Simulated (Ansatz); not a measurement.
Several settings on one geometry of the cluster Ge2H4 (the lowest singlet isomer of a short search) (that of the charge 0 singlet, r2SCAN-D4/def2-TZVP). Ansatz on 4 threads of Arm Neoverse V1 on a shared host; times are rough.

Cartesian coordinates in Å:
```
Ge 0.9871 -0.1598 -1.4558
Ge -0.5292 0.5077 0.2464
H 1.0200 -0.1921 0.4219
H -1.4497 -0.3879 1.1040
H 0.3084 -1.5944 -1.3425
H -0.3366 1.8265 1.0260
```

Totals from different functionals, basis sets or treatments of relativity can't be compared as stabilities.

B3LYP takes the VWN-RPA correlation.

The spins typed aren't always the lowest for that charge.

**Question.** Give the basis size and estimate the energy, ⟨S²⟩, dipole and time of these runs.

```
run                          method  charge    state                                               further keys
  1  RKS B3LYP-D3(BJ)-ATM/def2-SVPD       0  singlet  scf: {omitted_lower_state_checks: [starts]}; forces asked
  2          UKS RPBE-D3(BJ)/STO-3G       0  triplet             scf: {lower_state_search: light}; forces asked
  3           ROKS r2SCAN/def2-SVPD       1  doublet                                               forces asked
```

**Answer.** 
```csv
run,functions,energy (Eh),⟨S²⟩,dipole (D),wall time
1,108,-4155.9433,–,0.71,1.7 s
2,40,-4108.1437,2.01,0.68,1.5 s
3,108,-4155.4961,–,–,6.5 s
```
